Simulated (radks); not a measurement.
Neutral nitrogen inside a hard spherical wall (all orbitals vanish at R), configuration held at [He] 2s2 2p3 and not refilled when levels cross. Method: scalar-relativistic Kohn-Sham, PBE, spin-polarised, spherical densities, point nucleus; open shells are filled with parallel spins first; computed with a radial shooting solver on a logarithmic mesh with Libxc functionals. Eigenvalues in eV for spin up, with the zero of energy where the potential of the charges vanishes at infinity; a dash marks a level that is unbound or too diffuse for the functional's potential to be trusted. A positive occupied level is held by the wall or, in an anion where self-interaction has pushed it up, behind a barrier. The pressure on the wall is -dE/dV.

R (bohr),E (hartree),kinetic (hartree),e(1s),e(2s),e(2p),"e(3s, empty)","e(3p, empty)",pressure (GPa)
free,-54.56779,54.474,-384.18,-19.877,-8.299,-,-,0
20,-54.56779,54.474,-384.18,-19.877,-8.299,-,-,< 0.0001
15,-54.56779,54.474,-384.18,-19.877,-8.299,-,-,< 0.0001
10,-54.56779,54.474,-384.18,-19.876,-8.298,0.148,1.623,0.000128
8,-54.56771,54.475,-384.16,-19.868,-8.290,0.873,2.834,0.00474
7,-54.56739,54.478,-384.13,-19.843,-8.263,1.721,4.076,0.0302
6,-54.56584,54.490,-383.99,-19.752,-8.164,3.379,6.287,0.203
5,-54.55800,54.543,-383.49,-19.440,-7.810,6.900,10.540,1.50
1.5,-47.56710,72.815,-317.41,48.829,56.918,295.25,253.13,17600
